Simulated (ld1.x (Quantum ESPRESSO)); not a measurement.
**Pseudopotential generation for silicon (Si): RRKJ, PBEsol, non-relativistic.**

ld1.x (Quantum ESPRESSO) 7.5 input, shortened:

```
&input
   title='Si', zed=14., rel=0, dft='PBESOL', iswitch=3,
   config='[Ne] 3s2 3p0'
 /
 &inputp
   pseudotype=2, tm=.false., lloc=0,
   nlcc=.false.
 /
2
2P  2  1   6.00   0.00  0.65  0.65  0.0
2S  1  0   2.00   0.00  0.80  0.80  0.0
 &test
   configts(1)='2s2 2p6 3s2 3p0'
 /
```

Occupied shells without a wave of their own: 3s. They enter only through the test configuration that unscreens the potential.

Calculated quality:

- Cutoffs needed: 300 Ry and over 300 Ry (the cutoffs (Ry, on a coarse ladder) from which the occupation-weighted sum of valence levels, in a spherical-Bessel basis at the reference potential, stays within 10 and 1 mRy of its value at 400 Ry)
- Ghost test: no extra level below or beside the all-electron valence levels (p, s, d, f tested) (spherical-Bessel basis up to 400 Ry, 20 bohr box)
- Largest excitation error: -576 meV (all-electron minus pseudo) for 2s2 2p6 3s1 3p0, out of 7 test configurations

The potential misses its own reference levels by up to 0.5 eV.

Generation and tests took about 0.74 s on one core of a shared server CPU.
